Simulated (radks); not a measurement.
Question: Excited configurations of Er III: one electron is placed in a higher orbital outside [Xe] 4f11. The ground configuration is [Xe] 4f12. All-electron calculation, Dirac Kohn-Sham, PBE, spin-unpolarised, spherical densities, point nucleus; open shells are shared between the two j in proportion to 2j + 1. Program: a radial shooting solver on a logarithmic mesh with Libxc functionals. Excitation = E - E(ground); binding = E(ion) - E, where the ion is the core of charge +3; n* = 3/sqrt(2 binding) in atomic units, and the quantum defect is n - n*. Eigenvalue and <r> are those of j = l + 1/2.

outer orbital  excitation (eV)  binding (eV)     n*  quantum defect  eigenvalue (eV)  <r> (bohr)
5d                       6.182        19.943  2.478           2.522          -14.970       2.328
6d                      16.452         9.673  3.558           2.442           -8.001       5.594
6f                      20.838         5.287  4.812           1.188           -4.367       9.800
7s                      15.794        10.332  3.443           3.557           -8.863       6.128
7p                      17.622         8.503  3.795           3.205           -7.153       7.208
7d                      20.132         5.993  4.520           2.480           -5.059       9.582
7f                      22.394         3.731  5.729           1.271           -3.166       14.87

Estimate the row for 6p.

Answer: excitation (eV) 10.740; binding (eV) 15.385; n* 2.821; quantum defect 3.179; eigenvalue (eV) -12.516; <r> (bohr) 3.925. The Delta-SCF ionisation energy is 26.125 eV (NIST Atomic Spectra Database: 22.70 eV, semi-empirical). Self-interaction in the functional shifts the binding energies and quantum defects, so they are the method's values and not measured ones. Spin polarisation and multiplet splitting are left out, so open shells lie too high by an amount that depends on their filling. Sharing an open shell by 2j + 1 raises it above the true ground level by a part of the spin-orbit splitting, which enters the differences from NIST.

Beside tabulated values, note that spin-unpolarised runs miss the spin-polarisation part of the exchange energy of open shells.
